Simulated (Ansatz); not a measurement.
```xyz
10

Si    1.401   -0.653    0.426
O     0.251    0.471    0.077
B    -1.038    0.586   -0.314
S    -1.797    2.227   -0.479
S    -2.131   -0.816   -0.706
H     1.701   -0.578    1.875
H     0.926   -2.021    0.086
H     2.606   -0.332   -0.371
H    -0.697    2.898   -0.103
H    -1.222   -1.780   -0.489
```

Total charge 0; spin multiplicity 1.

Problem. List the ωB97M-V/def2-TZVPP orbital energies in eV (Ansatz). (Best estimate.)

Solution. The calculation gave: Occupied: -2426.87, -2426.76, -1807.99, -526.87, -220.89, -220.78, -189.96, -164.00, -163.90, -163.89, -163.83, -163.79, -163.73, -148.99, -103.14, -103.08, -103.07, -31.72, -23.93, -23.07, -19.66, -16.36, -15.84, -14.87, -14.69, -13.31, -12.31, -12.20, -12.16, -10.95, -10.55, -9.51. Lowest empty: 1.48, 2.01, 2.04, 2.86, 2.90, 2.99, 3.09, 3.72.
